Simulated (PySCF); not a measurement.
C₄H₁₀N₂.

```xyz
16

C      2.2249     0.3621    -1.0228
C      1.0658     0.5445    -0.3840
C      0.1852    -0.5522     0.1622
N      0.0621    -0.5077     1.6242
C     -1.2282    -0.5378    -0.4636
N     -2.0812     0.5921    -0.1337
H      2.6156    -0.6435    -1.2141
H      2.8274     1.2021    -1.3796
H      0.7112     1.5696    -0.2055
H      0.6416    -1.5220    -0.1032
H     -0.3238     0.3978     1.8997
H      0.9891    -0.5464     2.0488
H     -1.7419    -1.4569    -0.1375
H     -1.1249    -0.5956    -1.5602
H     -1.6600     1.4817    -0.3968
H     -2.2871     0.6236     0.8636
```
Charge 0, spin multiplicity 1.

Geometry optimised at B3LYP-D3(BJ)/def2-SVP. Other conformers were not sampled.

Method: PBE0/pcSseg-1 run with PySCF. Non-relativistic, no solvent.

Give the absolute GIAO shielding of each atom: isotropic value and principal components (ppm). (The exact figures need the calculation; the answer reports its results.)


```json
[
 {"atom": "C1", "σ(iso)": "64.1", "σ11": "-45.6", "σ22": "81.2", "σ33": "156.6", "span": "202.2"},
 {"atom": "C2", "σ(iso)": "33.4", "σ11": "-95.9", "σ22": "42.4", "σ33": "153.5", "span": "249.4"},
 {"atom": "C3", "σ(iso)": "124.5", "σ11": "116.3", "σ22": "121.3", "σ33": "135.8", "span": "19.4"},
 {"atom": "N4", "σ(iso)": "214.1", "σ11": "182.6", "σ22": "213.0", "σ33": "246.9", "span": "64.3"},
 {"atom": "C5", "σ(iso)": "132.9", "σ11": "113.6", "σ22": "136.2", "σ33": "148.8", "span": "35.1"},
 {"atom": "N6", "σ(iso)": "250.6", "σ11": "209.9", "σ22": "256.7", "σ33": "285.2", "span": "75.3"},
 {"atom": "H7", "σ(iso)": "26.0", "σ11": "22.5", "σ22": "25.2", "σ33": "30.2", "span": "7.7"},
 {"atom": "H8", "σ(iso)": "26.0", "σ11": "23.3", "σ22": "24.9", "σ33": "30.0", "span": "6.7"},
 {"atom": "H9", "σ(iso)": "25.2", "σ11": "21.4", "σ22": "24.8", "σ33": "29.4", "span": "8.0"},
 {"atom": "H10", "σ(iso)": "28.7", "σ11": "26.2", "σ22": "27.3", "σ33": "32.6", "span": "6.4"},
 {"atom": "H11", "σ(iso)": "30.6", "σ11": "23.9", "σ22": "30.1", "σ33": "37.6", "span": "13.7"},
 {"atom": "H12", "σ(iso)": "30.8", "σ11": "24.4", "σ22": "28.1", "σ33": "40.0", "span": "15.7"},
 {"atom": "H13", "σ(iso)": "28.3", "σ11": "22.8", "σ22": "28.0", "σ33": "34.0", "span": "11.2"},
 {"atom": "H14", "σ(iso)": "28.5", "σ11": "23.4", "σ22": "28.6", "σ33": "33.6", "span": "10.2"},
 {"atom": "H15", "σ(iso)": "31.3", "σ11": "24.1", "σ22": "28.6", "σ33": "41.3", "span": "17.2"},
 {"atom": "H16", "σ(iso)": "30.8", "σ11": "24.0", "σ22": "28.5", "σ33": "39.9", "span": "15.9"}
]
```
